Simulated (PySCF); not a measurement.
# C₆ coefficients of unlike pairs at BP86

Calculated with PySCF 2.14 from the dipole response of each species, C₆(A,B) = (3/π) ∫ α_A(iu) α_B(iu) du, in atomic units, from isotropic polarisabilities. For ions this is the dispersion term alone; charge-induced terms of lower order in 1/R come first.

```csv
species,configuration,basis,relativity,α (bohr³),C₆ (like pair)
Ni⁺,[Ar] 3d9 (2D),aug-cc-pVTZ-DK (8s7p5d3f2g),spin-free X2C,9.222,30.51
Se⁺,[Ar] 3d10 4s2 4p3 (4S),aug-cc-pVTZ-PP with ECP10MDF (6s5p4d2f),core potential,14.49,88.56
In,[Kr] 4d10 5s2 5p1 (2P),aug-cc-pV5Z-PP with ECP28MDF (8s8p6d4f3g2h),core potential,78.38,796.6
```

(1) Estimate C₆ for In with Ni⁺.

No spin-orbit coupling is included.

The other pairs:

| pair | C₆ |
| --- | --- |
| In, Se⁺ | 240.0 |
| Se⁺, Ni⁺ | 51.03 |

Results:

(1) The integral gives 140.7. The combination rule 2 C_A C_B / (C_A α_B/α_A + C_B α_A/α_B) gives 137.7 and the geometric mean 155.9.
